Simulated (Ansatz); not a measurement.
`C=N[SiH2]N[SiH3]` + H–F → `F[SiH2]N[SiH3]` + `C=N`  (ligand exchange at the Si–N bond)

Computed with Ansatz on PBE0-D4/def2-TZVP structures; ΔE is electronic, products minus reactants. CCSD(T)/CBS is the MP2 limit (def2-TZVPP, def2-QZVPP) plus CCSD(T) − MP2 in def2-TZVPP, frozen cores. This one scheme is used for every species. DFT in def2-TZVPP. B3LYP here is the variant with VWN-RPA as its local correlation; programs differ in this. HSE06 is defined as in plane-wave codes. One conformer a species, not always the lowest.

| level | ΔE (kJ/mol) | difference from CCSD(T)/CBS |
| --- | --- | --- |
| LDA (SPW92) | -98.6 | 6.2 |
| PBE0-D4 | -100.1 | 4.7 |
| B3LYP-D4 | -105.8 | -1.0 |
| r2SCAN0-D4 | -106.6 | -1.8 |
| ωB97X-V | -109.3 | -4.5 |
| B2PLYP | -111.7 | -6.9 |
| PBE | -105.7 | -0.9 |
| HSE06 | -105.1 | -0.3 |
| CAM-B3LYP | -116.7 | -11.9 |
| HF/def2-SVP | -116.6 | -11.8 |
| MP2/def2-SVP | -107.0 | -2.2 |
| CCSD(T)/def2-SVP | -110.4 | -5.6 |
| HF/def2-TZVPP | -121.8 | -17.0 |
| HF/CBS(def2) | -123.2 | -18.4 |
| MP2/CBS(def2) | -100.0 | 4.8 |
| CCSD/CBS(def2) | -107.8 | -3.0 |
| CCSD(T)/CBS | -104.8 | 0 |

Largest T1 diagnostic among the species: 0.012.

Leaving LDA and LC-ωPBE aside and taking each functional with its dispersion term where it has one, the values, not all of them listed here, spread over 17.4 kJ/mol, from B2PLYP to revPBE-D4. LDA lies +7.1 kJ/mol from PBE without D4. In def2-TZVPP, CCSD(T) changes the Hartree–Fock value by +15.3 kJ/mol (the triples alone add +3.0 kJ/mol) and MP2 by +20.1 kJ/mol. At CCSD(T), def2-SVP lies −5.6 kJ/mol from the extrapolated value and def2-TZVPP −1.7 kJ/mol.
